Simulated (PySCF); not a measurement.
# What a mistake does to a calculation on AlBC2H5

Calculated results; nothing here was measured. The program is PySCF 2.14.0, an open-source quantum chemistry code, run on an isolated molecule that a program drew, which may never have been made. The molecule is AlBC2H5 (charge 0, doublet), drawn as the SMILES string `C=B[CH2][AlH]`.

Each row is a Hartree-Fock (HF) and frozen-core CCSD(T) single point in the cc-pV(D+d)Z basis, meant for a local HF minimum. Run 1 is clean. Each other run has one planted mistake out of seven kinds, and not every kind appears here: one electron removed, one electron added, multiplicity raised by two, geometry at a saddle point, minimal basis STO-3G, one bond length entered in bohr, all coordinates scaled. The reference is restricted for singlets and unrestricted otherwise, and also for a bond in bohr. Adding or removing an electron swaps singlet and doublet. Electrons count all cores. HOMO and LUMO are orbital energies over both spins, the gradient is its largest component, and the lowest frequency (negative if imaginary) is given only where the gradient is small. Bond lengths are over the 8 bonds as drawn. T1 is the CCSD diagnostic: over 0.02 (restricted) or 0.045 (unrestricted) a single reference is doubtful.

Geometry of the clean run:
```xyz
9
AlBC2H5, angstrom
C    -1.8409   -0.6836    1.8781
B    -0.6499   -1.0560    2.4887
C     0.7020   -1.4185    3.0700
Al    2.1725   -0.5879    1.9903
H    -2.8106   -0.9834    2.2603
H    -1.8582   -0.0641    0.9869
H     0.8498   -0.9875    4.0692
H     0.8815   -2.4962    3.0955
H     2.2176    0.9982    1.8837
```

| run | electrons | basis functions | <S^2> | HOMO (eV) | LUMO (eV) | gradient (hartree/bohr) | lowest frequency (cm^-1) | mean bond (Å) | longest bond (Å) | T1 | HF (hartree) | CCSD(T) (hartree) | mistake |
|---|---|---|---|---|---|---|---|---|---|---|---|---|---|
| 1 | 35 | 90 | 0.754 | -8.26 | 0.56 | 1.8e-05 | 63 | 1.3576 | 2.005 | 0.0147 | -345.17748 | -345.63590 | no fault |
| 2 | 35 | 90 | 3.778 | -4.98 | 0.62 | 9.0e-02 | - | 1.3576 | 2.005 | 0.0312 | -345.08671 | -345.52189 | multiplicity raised by two |
| 3 | 35 | 29 | 0.811 | -5.04 | 6.66 | 3.8e-02 | - | 1.3576 | 2.005 | 0.0250 | -340.97465 | -341.20082 | minimal basis STO-3G |
| 4 | 35 | 90 | 0.752 | -8.09 | 0.77 | 8.3e-02 | - | 1.2422 | 1.834 | 0.0128 | -345.10650 | -345.55235 | ? |
| 5 | 35 | 90 | 1.637 | -8.22 | 0.61 | 4.4e-02 | - | 1.4797 | 2.075 | 0.0538 | -345.06173 | -345.51280 | ? |

**Which mistake was planted in run 4, and what did it cost?**

The mean and the longest bond both change by the same factor, 0.915, and the gradient is no longer small. So the mistake is: all coordinates scaled. Subtracting run 1 and multiplying by 627.51 kcal/mol a hartree, the energy moved by 44.5 kcal/mol in HF and 52.4 kcal/mol in CCSD(T).

**Which mistake was planted in run 5, and what did it cost?**

The mean bond changes by a factor of 1.090 and the longest by 1.035, so the molecule wasn't scaled as a whole. A length L in bohr read as angstrom grows by (1/0.5292 - 1) L = 0.890 L. The 8 bonds together grew by 8 x 0.1221 = 0.977 Å, which gives L = 1.098 Å. That is the length of one of the C-H bonds, 1.098 Å in the clean geometry. So the mistake is: one bond length entered in bohr. Subtracting run 1 and multiplying by 627.51 kcal/mol a hartree, the energy moved by 72.6 kcal/mol in HF and 77.2 kcal/mol in CCSD(T).

Cautions from the logs. Run 5: T1 is over the limit, so its CCSD(T) energy is less reliable.
